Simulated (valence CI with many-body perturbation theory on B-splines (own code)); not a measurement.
**E1 line list for Pt⁶⁵⁺**

Computed by configuration interaction combined with many-body perturbation theory (CI+MBPT): three valence electrons over a frozen Dirac-Fock core [Ne], a basis of 11 s, 11 p, 10 d, 8 f, 5 g, 2 h functions for each j, with the one-electron correlation potential Σ1 (screened to all orders), the two-electron term Σ2, the three-electron term Σ3, Breit, model QED; selected single and double excitations, second order for the rest, scaled by the run's own slope (own B-spline code, finite nucleus).

No measured spectrum was set against this ion. As an estimate, large intervals hold to a few tenths of a per cent, small ones and those within an open d or f shell to about a per cent.

Lines 201 to 250 of 590 in falling wavelength, among levels below 3737.8 eV, chosen from the strongest by gf and those to the six lowest levels. Wavelengths and rates use the calculated energies. Electric multipoles are in the length gauge, E1 and E2 with the static RPA response of the core. Weak lines are less certain than strong ones. Lines between different terms over intervals too small for the method are left out, as are lines whose strength nearly cancels. The highest levels of a list are the least certain.

Levels are named by their leading jj configuration (3d3/2^4 stands for four electrons in 3d with j = 3/2), which in mixed levels can hold well under half, so a name can repeat and another be missing. Letters in brackets count levels of one name in rising energy.

```tsv
λ vac (Å)	Upper	Lower	A (s⁻¹)	S (a.u.)
34.91	(3p3/2 3d3/2 3d5/2) J=3/2 [b]	(3p3/2^2 3d3/2) J=3/2 [a]	2.43e+11	2.04e-02
34.89	(3p3/2 3d3/2 3d5/2) J=3/2 [c]	(3p3/2^2 3d3/2) J=1/2	1.89e+11	1.58e-02
34.79	(3s 3p1/2 3d5/2) J=5/2 [b]	(3s 3p1/2 3p3/2) J=5/2	8.50e+10	1.06e-02
34.73	(3s 3d3/2 3d5/2) J=9/2	(3s 3p3/2 3d3/2) J=7/2	4.09e+11	8.46e-02
34.71	(3d3/2 3d5/2^2) J=9/2	(3p3/2 3d3/2 3d5/2) J=9/2 [a]	1.92e+11	3.97e-02
34.69	(3d5/2^3) J=9/2	(3p3/2 3d5/2^2) J=11/2	5.03e+10	1.04e-02
34.52	(3s 3d5/2^2) J=5/2	(3s 3p3/2 3d5/2) J=5/2 [a]	5.00e+11	6.09e-02
34.46	(3d3/2 3d5/2^2) J=5/2 [b]	(3p3/2 3d3/2 3d5/2) J=5/2 [b]	1.68e+11	2.04e-02
34.32	(3s 3p1/2 3d5/2) J=3/2	(3s 3p1/2 3p3/2) J=5/2	2.06e+10	1.64e-03
34.29	(3s 3d5/2^2) J=3/2	(3s 3p3/2 3d5/2) J=3/2 [a]	2.76e+11	2.20e-02
34.08	(3d5/2^3) J=3/2	(3p3/2 3d5/2^2) J=5/2 [a]	3.22e+11	2.52e-02
33.96	(3s 3d3/2 3d5/2) J=7/2 [b]	(3s 3p3/2 3d3/2) J=7/2	7.61e+10	1.18e-02
33.79	(3s 3d3/2 3d5/2) J=5/2 [b]	(3s 3p3/2 3d3/2) J=5/2 [a]	9.30e+10	1.06e-02
33.74	(3s 3d5/2^2) J=9/2	(3s 3p3/2 3d5/2) J=9/2	2.25e+11	4.26e-02
33.55	(3s 3p3/2 3d5/2) J=7/2 [b]	(3s 3p3/2^2) J=5/2	2.73e+11	4.07e-02
33.26	(3p3/2 3d5/2^2) J=7/2 [b]	(3p3/2^2 3d5/2) J=7/2	2.93e+11	4.26e-02
33.13	(3d5/2^3) J=5/2	(3p3/2 3d5/2^2) J=7/2 [a]	1.31e+11	1.41e-02
32.97	(3s 3p1/2 3d5/2) J=5/2 [b]	(3s 3p1/2 3p3/2) J=3/2 [a]	5.96e+09	6.33e-04
32.81	(3p3/2 3d5/2^2) J=3/2 [b]	(3p3/2^2 3d5/2) J=1/2	1.87e+11	1.30e-02
32.55	(3s 3p1/2 3d5/2) J=3/2	(3s 3p1/2 3p3/2) J=3/2 [a]	5.46e+10	3.72e-03
20.73	(3p1/2^2 3d3/2) J=3/2	(3s^2 3p3/2) J=3/2	2.89e+09	5.09e-05
20.55	(3p3/2^2 3d5/2) J=7/2	(3s 3p3/2 3d5/2) J=5/2 [b]	8.38e+11	2.87e-02
20.17	(3p3/2 3d3/2 3d5/2) J=7/2 [a]	(3s 3d3/2 3d5/2) J=7/2 [b]	2.99e+11	9.68e-03
20.10	(3p3/2 3d5/2^2) J=5/2 [a]	(3s 3d5/2^2) J=3/2	9.03e+11	2.17e-02
20.07	(3s 3p1/2 3p3/2) J=3/2 [a]	(3s^2 3p1/2) J=1/2	2.00e+10	3.20e-04
19.99	(3p3/2^2 3d5/2) J=1/2	(3s 3p3/2 3d5/2) J=3/2 [b]	1.53e+12	1.21e-02
19.89	(3p3/2 3d5/2^2) J=5/2 [a]	(3s 3d5/2^2) J=7/2	7.90e+11	1.84e-02
19.87	(3p3/2 3d3/2 3d5/2) J=3/2 [a]	(3s 3d3/2 3d5/2) J=3/2 [b]	6.85e+11	1.06e-02
19.87	(3s 3p3/2 3d5/2) J=5/2 [a]	(3s^2 3d5/2) J=5/2	5.94e+11	1.38e-02
19.85	(3p1/2 3p3/2 3d5/2) J=7/2 [a]	(3s 3p1/2 3d5/2) J=5/2 [b]	1.80e+11	5.55e-03
19.85	(3p3/2^2 3d3/2) J=1/2	(3s 3p3/2 3d3/2) J=1/2 [b]	2.02e+12	1.56e-02
19.82	(3p3/2 3d5/2^2) J=7/2 [a]	(3s 3d5/2^2) J=7/2	5.16e+11	1.59e-02
19.78	(3p3/2^2 3d5/2) J=9/2	(3s 3p3/2 3d5/2) J=7/2 [b]	2.97e+12	1.13e-01
19.77	(3p3/2^2 3d5/2) J=7/2	(3s 3p3/2 3d5/2) J=7/2 [b]	6.43e+11	1.96e-02
19.72	(3p3/2 3d5/2^2) J=9/2	(3s 3d5/2^2) J=7/2	8.96e+11	3.39e-02
19.68	(3s 3p3/2^2) J=5/2	(3s^2 3p3/2) J=3/2	1.07e+12	2.41e-02
19.67	(3p3/2 3d3/2 3d5/2) J=5/2 [b]	(3s 3d3/2 3d5/2) J=5/2 [b]	1.24e+12	2.80e-02
19.62	(3p1/2 3p3/2 3d5/2) J=3/2 [a]	(3s 3p1/2 3d5/2) J=3/2	1.28e+12	1.90e-02
19.61	(3p3/2 3d5/2^2) J=5/2 [a]	(3s 3d5/2^2) J=5/2	1.08e+12	2.40e-02
19.60	(3p3/2^2 3d3/2) J=7/2	(3s 3p3/2 3d3/2) J=5/2 [b]	4.32e+12	1.28e-01
19.58	(3p1/2 3p3/2^2) J=3/2	(3s 3p1/2 3p3/2) J=1/2	1.84e+12	2.72e-02
19.56	(3p3/2^2 3d3/2) J=3/2 [a]	(3s 3p3/2 3d3/2) J=3/2 [b]	1.27e+12	1.88e-02
19.55	(3p3/2 3d3/2 3d5/2) J=11/2	(3s 3d3/2 3d5/2) J=9/2	3.60e+12	1.59e-01
19.55	(3p3/2 3d5/2^2) J=7/2 [a]	(3s 3d5/2^2) J=5/2	1.97e+12	5.80e-02
19.54	(3p3/2 3d3/2 3d5/2) J=9/2 [a]	(3s 3d3/2 3d5/2) J=7/2 [a]	2.07e+12	7.62e-02
19.51	(3p3/2 3d3/2 3d5/2) J=7/2 [b]	(3s 3d3/2 3d5/2) J=7/2 [b]	1.39e+12	4.07e-02
19.50	(3p3/2 3d5/2^2) J=11/2	(3s 3d5/2^2) J=9/2	2.49e+12	1.09e-01
19.50	(3p3/2 3d3/2 3d5/2) J=7/2 [b]	(3s 3d3/2 3d5/2) J=5/2 [b]	1.64e+12	4.80e-02
19.46	(3s 3p3/2 3d5/2) J=3/2 [a]	(3s^2 3d5/2) J=5/2	3.80e+11	5.53e-03
19.42	(3p3/2 3d5/2^2) J=3/2 [a]	(3s 3d5/2^2) J=1/2	1.52e+12	2.20e-02
```
